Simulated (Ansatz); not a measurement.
BGeH5OSi (`[GeH3][SiH]1BO1`). The species carries charge 0 and has multiplicity 1. Correlated methods include outer-core shells of Ge, which these sets cover unevenly. Scalar relativity is left out up to krypton.

Z-matrix (Å, degrees):
```
Ge
Si 1 2.373
H 1 1.538 2 111.3
H 1 1.536 2 109.6 3 120.9
H 1 1.538 2 109.3 3 -119.8
B 2 1.906 1 125.5 3 -116.3
O 2 1.767 1 112.1 3 -69.8
H 2 1.487 1 112.7 3 54.5
H 6 1.190 2 165.0 1 -96.0
```

Q: Give the diagnostics of a CCSD(T)/def2-TZVPP run (frozen core, Ansatz 0.2.0). (An estimate is asked.)

A: Computed: T1 = 0.0153, largest single amplitude 0.034, largest double 0.041, (T) share of the correlation energy 3.9 %, 10 CCSD cycles. The RHF solution is stable towards an unrestricted one. T1 lies under the customary mark of 0.02 for closed shells.
